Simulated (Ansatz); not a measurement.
The cluster B2As (the lowest doublet isomer of a short search). Total charge 0; doublet. Geometry PBE-D4/def2-TZVP, basis def2-TZVP, Ansatz.

```xyz
3

B     0.2506    0.0366   -1.0436
B    -0.8554   -0.2170   -0.0041
As    0.6048    0.1805    1.0477
```

| run | HOMO (eV) | LUMO (eV) |
| --- | --- | --- |
| A | -5.66 | -4.12 |
| B | -8.77 | -1.29 |
| C | -6.06 | -3.96 |
| D | -6.65 | -3.47 |
| E | -5.67 | -4.31 |
| F | -6.91 | -3.27 |

B3LYP takes the VWN-RPA correlation. The structure comes from a short search, and lower isomers may exist.

HOMO and LUMO are taken over both spins.

The runs used B3LYP, LDA (SPW92), PBE, PBE0, r2SCAN, ωB97M-V. Estimate which is which.

A PBE (0 % exact exchange); B ωB97M-V (range-separated); C r2SCAN (0 % exact exchange); D B3LYP (20 % exact exchange); E LDA (SPW92) (0 % exact exchange); F PBE0 (25 % exact exchange). Exact exchange lowers occupied and raises empty levels; among semilocal functionals meta-GGAs tend to open the gap a little, and such runs are hard to tell apart. The gap grows from 1.36 eV (LDA (SPW92)) to 7.49 eV (ωB97M-V).
